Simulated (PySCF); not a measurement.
Species: C2H3Cl3OSi.
SMILES: `C([SiH2]C=O)(Cl)(Cl)Cl`

Jobs on this species (10 atoms, 88 electrons) with PySCF (density fitting). Hardware of each: one thread, Arm Neoverse N1 (aarch64), no GPU, on a shared host. The host was shared with other jobs, so the times are rough. Peak memory is the resident size of the whole Python process, interpreter and libraries included.

```json
{"level and settings": "B3LYP/6-31G*", "work": "spin–spin couplings from 6 perturbed nuclei, spin–dipole term for 1 of them", "basis functions": "120", "SCF cycles": "?", "wall time": "?", "peak memory": "?"}
{"level and settings": "B3LYP/cc-pVTZ", "work": "spin–spin couplings from 6 perturbed nuclei, spin–dipole term for 1 of them", "basis functions": "268", "SCF cycles": "15", "wall time": "1.7 min", "peak memory": "1.1 GiB"}
{"level and settings": "PBE0-D3(BJ)/def2-SVP, grid level 1", "work": "geometry optimisation from a GFN2-xTB start shaken at random", "basis functions": "129", "SCF cycles": "50", "wall time": "95 s", "peak memory": "0.55 GiB"}
```

**Question.** Fill in the missing figures.

**Answer.** 
- B3LYP/6-31G*; spin–spin couplings from 6 perturbed nuclei, spin–dipole term for 1 of them: 27 s, 0.76 GiB, 14 SCF cycles

**Question.** What do all jobs in the table cost together?

**Answer.** About 3.7 min; the longest takes about 46 % of that, and about 3.8 times as long as the shortest.
